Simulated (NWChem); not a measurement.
System meant: InGeH5; SMILES [GeH3][InH2]

The following NWChem deck was run.

```
start job
memory heap 200 mb stack 900 mb global 1100 mb
geometry units angstroms noautoz
  In    -0.004789     1.058034     0.000000
  Ge    -0.027260    -1.558896     0.000000
  H     -0.723444    -2.148234     1.245172
  H      1.421932    -2.097741     0.000000
  H     -0.723444    -2.148234    -1.245172
  H      0.014935     1.937233     1.499489
  H      0.014935     1.937233    -1.499489
end
basis spherical
  * library def2-svp
end
ecp
  In library def2-ecp
end
dft
  xc pbe0
  iterations 4
  mulliken
end
task dft energy
```

End of the output:

```
    Atom       Charge   Shell Charges
 -----------   ------   -------------------------------------------------------
    1 In  21    20.73   1.39  0.55  0.69  0.44  3.03  2.85  1.11  0.57  9.34  0.76
    2 Ge  32    31.93   2.00  2.00  1.94  0.76  0.37  5.99  5.83  1.46  1.42  7.79  2.03  0.34
    3 H    1     1.05   0.60  0.42  0.03
    4 H    1     1.05   0.60  0.42  0.03
    5 H    1     1.05   0.60  0.42  0.03
    6 H    1     1.10   0.58  0.50  0.02
    7 H    1     1.10   0.58  0.50  0.02

 center of mass
 --------------
 x =  -0.00116404 y =  -0.04931970 z =   0.00000000

 moments of inertia (a.u.)
 ------------------
        1204.084029714805          -0.000000000000           0.000000000000
          -0.000000000000          38.389739350057           0.000000000000
           0.000000000000           0.000000000000        1187.784388632698

     Multipole analysis of the density
     ---------------------------------

     L   x y z        total         alpha         beta         nuclear
     -   - - -        -----         -----         ----         -------
     0   0 0 0     -0.000000    -29.000000    -29.000000     58.000000

     1   1 0 0     -0.013953     -0.035727     -0.035727      0.057501
     1   0 1 0     -0.134062    -28.231841    -28.231841     56.329619
     1   0 0 1     -0.000000     -0.000000     -0.000000      0.000000

     2   2 0 0    -30.953376    -20.956170    -20.956170     10.958963
     2   1 1 0      0.044154      0.076077      0.076077     -0.108000
     2   1 0 1     -0.000000     -0.000000     -0.000000      0.000000
     2   0 2 0    -36.658696   -236.213029   -236.213029    435.767362
     2   0 1 1     -0.000000     -0.000000     -0.000000      0.000000
     2   0 0 2    -35.697061    -31.414720    -31.414720     27.132379

 ------------------------------------------------------------------------
 dft energy failed                                                                                  0
 ------------------------------------------------------------------------
 ------------------------------------------------------------------------
  current input line :
    23: task dft energy
 ------------------------------------------------------------------------
 ------------------------------------------------------------------------
 This type of error is most commonly associated with calculations not reaching convergence criteria
 ------------------------------------------------------------------------
 For more information see the NWChem manual at https://nwchemgit.github.io

0:dft energy failed:Received an Error in Communication
```

Problem. Can this run be used? If not, why, and what is the fix?

Solution. Convergence was not reached. Cause: the SCF was allowed too few iterations. This input runs:
```
start job
memory heap 200 mb stack 900 mb global 1100 mb
geometry units angstroms noautoz
  In    -0.004789     1.058034     0.000000
  Ge    -0.027260    -1.558896     0.000000
  H     -0.723444    -2.148234     1.245172
  H      1.421932    -2.097741     0.000000
  H     -0.723444    -2.148234    -1.245172
  H      0.014935     1.937233     1.499489
  H      0.014935     1.937233    -1.499489
end
basis spherical
  In library def2-svp
  Ge library def2-svp
  H library def2-svp
end
ecp
  In library def2-ecp
end
dft
  xc pbe0
  iterations 150
  mulliken
end
task dft energy
```
It converges to -2269.57639 Ha (PBE0/def2-SVP with def2 effective core potentials on In).
